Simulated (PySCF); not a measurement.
## Partial charges of `C#C[Si@@]1(F)C=C(C)CC1`

Species: C₇H₉FSi.
SMILES with atom numbers: `[CH:1]#[C:2][Si@@:3]1([F:4])[CH:5]=[C:6]([CH3:7])[CH2:8][CH2:9]1` (hydrogens: H10 on C1; H11 on C5; H12, H13, H14 on C7; H15, H16 on C8; H17, H18 on C9)

Geometry (GFN2-xTB, Å), atoms numbered from 1 in this order:
```
atom  x, y, z in Å
C1     3.532    1.319   -1.492
C2     2.724    0.803   -0.767
Si3    1.459    0.030    0.336
F4     2.216   -0.259    1.745
C5    -0.168    0.927    0.505
C6    -1.165    0.231   -0.044
C7    -2.592    0.665   -0.087
C8    -0.827   -1.083   -0.700
C9     0.600   -1.526   -0.339
H10    4.247    1.766   -2.121
H11   -0.337    1.887    0.964
H12   -3.218   -0.042    0.457
H13   -2.716    1.652    0.353
H14   -2.947    0.692   -1.118
H15   -1.561   -1.842   -0.418
H16   -0.912   -0.947   -1.783
H17    1.093   -1.973   -1.200
H18    0.564   -2.293    0.434
```

Density: PBE0/pcSseg-1 (PySCF); schemes: Mulliken, IAO, Hirshfeld and ESP-fitted. Geometry: GFN2-xTB, one conformer, isolated molecule.

Q: What partial charge does each atom carry?

A: In e; atoms taken as equivalent share a row and are averaged (×n: the atom named and its like, n in all):

```
       atom                      environment  Mulliken     IAO  Hirshfeld  ESP-fitted
         C1           terminal alkyne carbon    -0.180  -0.174     -0.076      -0.267
         C2                    alkyne carbon    -0.184  -0.348     -0.159      -0.302
        Si3           fluorine-bound silicon    +1.270  +1.323     +0.460      +1.029
         F4           silicon-bound fluorine    -0.413  -0.526     -0.208      -0.360
         C5                 alkene CH carbon    -0.353  -0.501     -0.170      -0.695
         C6  fully substituted alkene carbon    -0.381  +0.070     +0.035      +0.359
         C7                   allylic carbon    -0.138  -0.429     -0.113      -0.636
         C8                   allylic carbon    -0.143  -0.261     -0.067      +0.042
         C9      sp3 carbon bound to silicon    -0.578  -0.572     -0.162      -0.630
        H10                  alkyne hydrogen    +0.067  +0.204     +0.100      +0.289
        H11                 vinylic hydrogen    +0.085  +0.153     +0.042      +0.229
H12/H13/H14                  methyl hydrogen    +0.125  +0.153     +0.049      +0.176
        H15               methylene hydrogen    +0.130  +0.141     +0.043      +0.044
        H16               methylene hydrogen    +0.143  +0.148     +0.045      +0.048
        H17               methylene hydrogen    +0.143  +0.155     +0.040      +0.156
        H18               methylene hydrogen    +0.157  +0.160     +0.045      +0.168
```

Mean size of the charges over all atoms: ESP-fitted 0.321 e, IAO 0.312 e, Mulliken 0.263 e, Hirshfeld 0.106 e. Each set sums to the total charge, 0, to within 0.001 e. The Hirshfeld scheme weights the molecular density at each point by an atom's share of the summed free-atom densities. The IAO scheme counts the electrons in orthogonalised intrinsic atomic orbitals, a minimal basis polarised so that it spans the occupied orbitals exactly.

Some averages cover members that differ in this geometry: H12/H13/H14, ESP-fitted +0.161 to +0.192 e.

Lowest charge. The schemes don't all agree: Mulliken C9 (-0.578); IAO C9 (-0.572); Hirshfeld F4 (-0.208); ESP-fitted C5 (-0.695).

Highest charge. All schemes agree: Mulliken Si3 (+1.270); IAO Si3 (+1.323); Hirshfeld Si3 (+0.460); ESP-fitted Si3 (+1.029).

Q: Sum the charges by element, for elements with more than one atom.

A: 
| element | atoms | Mulliken | IAO | Hirshfeld | ESP-fitted |
| --- | --- | --- | --- | --- | --- |
| C | 7 | -1.956 | -2.216 | -0.714 | -2.129 |
| H | 9 | +1.099 | +1.418 | +0.462 | +1.460 |

Q: How closely do the schemes follow one another over all atoms?

A: Correlation coefficient and root-mean-square difference: IAO with Hirshfeld 0.99, 0.280 e; Mulliken with IAO 0.94, 0.148 e; IAO with ESP-fitted 0.93, 0.153 e; Mulliken with Hirshfeld 0.92, 0.253 e; Hirshfeld with ESP-fitted 0.92, 0.283 e; Mulliken with ESP-fitted 0.80, 0.250 e.

Q: How many electrons does the Hirshfeld scheme count on C8?

A: Z − q = 6 − (-0.067) = 6.067.
